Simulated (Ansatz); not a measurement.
Coupled-cluster diagnostics for OsO₃⁻, Ansatz.

Geometry of the doublet (PBE-D4/def2-TZVPD):

```xyz
4

Os   -0.317    0.724    0.009
O     0.928   -2.116   -0.025
O     0.404   -0.921   -0.011
O    -1.014    2.314    0.027
```

In the def2 sets Os takes a core potential; there is no spin–orbit coupling. Correlated methods freeze 3 core orbitals; core or outer-core shells of Os are correlated, in sets that lack core-valence functions. The structure holds one bond between oxygen atoms, so isomers without such links may lie far lower. Another isomer (doublet) lies 4.37 eV lower at PBE0-D4/def2-TZVPD; other spin states weren't run for this one.

**Question.** Estimate the CCSD(T) correlation energy, the shares of MP2 and (T), T1 and the reference's ⟨S²⟩ for: charge -1, doublet, own geometry in def2-SVPD; and the rough time on 4 threads of Intel Xeon on a shared host.

**Answer.** 
```tsv
state	basis	correlation (eV)	MP2 share (%)	(T) share (%)	T1	⟨S²⟩ (pure)	wall time	remarks
charge -1, doublet, own geometry	def2-SVPD	-27.606	90.9	5.8	0.087	2.06 (0.75)	2.2 min	flagged by the program, large T1, spin-contaminated
```
Customary marks for T1 are 0.02 (closed shells), 0.045 (open shells) and about 0.05 (3d metals). T1 exceeds 0.02 in 1 of 1 rows and 0.045 in 1; the higher it lies, the less the single-reference result can be trusted.
